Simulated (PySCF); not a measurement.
C4H7N3O2Si.
Numbering: `[CH3:1][O:2][C:3](=[O:4])[c:5]1[n:6][cH:7][n:8]([SiH3:9])[n:10]1` (hydrogens: H11, H12, H13 on C1; H14 on C7; H15, H16, H17 on Si9)

The same species was optimised twice, with GFN2-xTB and with PBE0-D3(BJ)/def2-SVP (PySCF), and the same property calculations (PySCF, gas phase) were run on both structures.

| coordinate | GFN2-xTB | PBE0-D3(BJ)/def2-SVP | change |
| --- | --- | --- | --- |
| N8–Si9 (Å) | 1.766 | 1.793 | +0.027 |
| C3–C5 (Å) | 1.476 | 1.487 | +0.011 |
| C7–N8 (Å) | 1.353 | 1.362 | +0.009 |
| N6–C7 (Å) | 1.301 | 1.308 | +0.007 |
| C5–N10 (Å) | 1.316 | 1.321 | +0.005 |
| C1–O2 (Å) | 1.420 | 1.415 | -0.005 |
| N8–N10 (Å) | 1.338 | 1.341 | +0.003 |
| C3=O4 (Å) | 1.204 | 1.202 | -0.002 |
| O2–C3 (Å) | 1.334 | 1.332 | -0.002 |
| C5–N6 (Å) | 1.360 | 1.360 | 0.000 |
| C3–C5–N10 (°) | 123.1 | 120.7 | -2.4 |
| C7–N8–Si9 (°) | 134.4 | 132.5 | -1.9 |
| C5–N10–N8 (°) | 104.9 | 103.3 | -1.6 |
| N6–C5–N10 (°) | 112.9 | 114.4 | +1.5 |
| C7–N8–N10 (°) | 107.7 | 108.8 | +1.1 |
| C3–C5–N6 (°) | 124.0 | 124.9 | +0.9 |
| Si9–N8–N10 (°) | 117.8 | 118.7 | +0.9 |
| N6–C7–N8 (°) | 111.2 | 110.6 | -0.6 |
| C1–O2–C3–O4 (°) | 0 | -1 | -1 |
| O2–C3–C5–N6 (°) | 0 | -4 | -4 |

Rotational constants: A = 3855, B = 562.3, C = 495.1 MHz (GFN2-xTB) against A = 3814, B = 558.7, C = 491.9 MHz (PBE0-D3(BJ)/def2-SVP). Atoms that the bonding makes alike are paired by their places after alignment.

On the GFN2-xTB structure: HOMO (eV) -8.00 [PBE0/pcSseg-1]; LUMO (eV) -1.13 [PBE0/pcSseg-1]; dipole (D) 3.54 [PBE0/pcSseg-1]; GIAO shielding of C1 (ppm) 132.9 [PBE0/pcSseg-1]; GIAO shielding of O2 (ppm) 142.3 [PBE0/pcSseg-1]; GIAO shielding of C3 (ppm) 19.8 [PBE0/pcSseg-1]; GIAO shielding of O4 (ppm) -94.9 [PBE0/pcSseg-1]; GIAO shielding of C5 (ppm) 22.5 [PBE0/pcSseg-1]; GIAO shielding of N6 (ppm) -37.2 [PBE0/pcSseg-1]; GIAO shielding of C7 (ppm) 32.4 [PBE0/pcSseg-1]; GIAO shielding of N8 (ppm) 34.2 [PBE0/pcSseg-1].

Problem. What do these properties become on the PBE0-D3(BJ)/def2-SVP structure?

Solution. 
| property | level | on GFN2-xTB | on PBE0-D3(BJ)/def2-SVP | change |
| --- | --- | --- | --- | --- |
| HOMO (eV) | PBE0/pcSseg-1 | -8.00 | -8.03 | -0.03 |
| LUMO (eV) | PBE0/pcSseg-1 | -1.13 | -1.13 | 0.00 |
| dipole (D) | PBE0/pcSseg-1 | 3.54 | 3.42 | -0.12 |
| energy, GFN2-xTB geometry as zero (kcal/mol) | PBE0/pcSseg-1 | 0.0 | -1.4 | -1.4 |
| GIAO shielding of C1 (ppm) | PBE0/pcSseg-1 | 132.9 | 132.3 | -0.6 |
| GIAO shielding of O2 (ppm) | PBE0/pcSseg-1 | 142.3 | 145.2 | +2.9 |
| GIAO shielding of C3 (ppm) | PBE0/pcSseg-1 | 19.8 | 20.3 | +0.5 |
| GIAO shielding of O4 (ppm) | PBE0/pcSseg-1 | -94.9 | -91.4 | +3.5 |
| GIAO shielding of C5 (ppm) | PBE0/pcSseg-1 | 22.5 | 20.8 | -1.7 |
| GIAO shielding of N6 (ppm) | PBE0/pcSseg-1 | -37.2 | -35.4 | +1.8 |
| GIAO shielding of C7 (ppm) | PBE0/pcSseg-1 | 32.4 | 29.5 | -2.9 |
| GIAO shielding of N8 (ppm) | PBE0/pcSseg-1 | 34.2 | 30.1 | -4.1 |

The heavy atoms differ by 0.039 Å rms after alignment. Among bonds between heavy atoms N8–Si9 changes most (+0.027 Å). Changes are differences of the printed values. Neither structure is proved a minimum here.

Conformer computed: `[CH3:1][O:2][C:3](=[O:4])[c:5]1[n:6][cH:7][n:8]([SiH3:9])[n:10]1`: C1–O2–C3–O4 -1°, O2–C3–C5–N6 -4°.
